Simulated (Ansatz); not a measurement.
Program: Ansatz. Geometries: PBE0-D4/def2-TZVP. ΔE: electronic, gas phase. CBS: MP2 limit from def2 TZ/QZ plus the TZ coupled-cluster correction, frozen cores. This one scheme is used for every species. Functionals use def2-TZVPP. For Se outer-core shells are correlated without core-valence functions, which leaves a few kJ/mol of doubt a bond. Scalar relativity is left out up to krypton. One conformer a species, not always the lowest.

`CC[SiH2][SeH]` + H₂ → `[SiH3][SeH]` + ethane  (hydrogenolysis of the Si–C bond)

`CC[SiH2][SeH]`:

Z-matrix (Å, degrees):
```
C
C 1 1.524
H 1 1.093 2 111.3
H 1 1.093 2 111.4 3 -120.1
H 1 1.092 2 111.1 3 119.6
Si 2 1.872 1 114.2 3 -60.3
H 2 1.097 1 110.8 3 60.5
H 2 1.096 1 110.7 3 177.8
Se 6 2.286 2 112.7 1 -59.0
H 6 1.487 2 111.0 1 56.4
H 6 1.487 2 110.3 1 177.8
H 9 1.470 6 93.1 2 -66.0
```

H₂:

```xyz
2

H    -0.290    0.027    0.233
H     0.290   -0.027   -0.233
```

`[SiH3][SeH]`:

Z-matrix (Å, degrees):
```
Si
Se 1 2.279
H 1 1.484 2 111.4
H 1 1.484 2 111.5 3 -122.1
H 1 1.483 2 104.9 3 119.0
H 2 1.469 1 93.0 3 60.4
```

`CC`:

Cartesian coordinates in Å:
```
C 0.439 0.610 0.111
C -0.439 -0.610 -0.111
H -0.161 1.512 0.256
H 1.070 0.490 0.995
H 1.098 0.787 -0.741
H 0.161 -1.512 -0.256
H -1.070 -0.490 -0.995
H -1.098 -0.787 0.741
```

```csv
level,ΔE (kJ/mol)
B2PLYP,-30.8
CCSD(T)/def2-TZVPP,-23.6
```

(1) What does CCSD(T)/CBS give? (An estimate is asked.)

Largest T1 diagnostic among the species: 0.009.

## Answers

(1) Computed: -20.4 kJ/mol. The listed levels differ from it by -10.4, -3.2 kJ/mol.

The D4 term adds +14.5 kJ/mol with B3LYP and +8.1 kJ/mol with PBE0; it sums over pairs of atoms, weighted by their polarisabilities, and B3LYP, whose exchange is more repulsive, gets the larger term. In def2-TZVPP, CCSD(T) changes the Hartree–Fock value by +29.3 kJ/mol (the triples alone add +5.5 kJ/mol) and MP2 by +36.7 kJ/mol.

B3LYP here is the variant with VWN-RPA as its local correlation; programs differ in this.
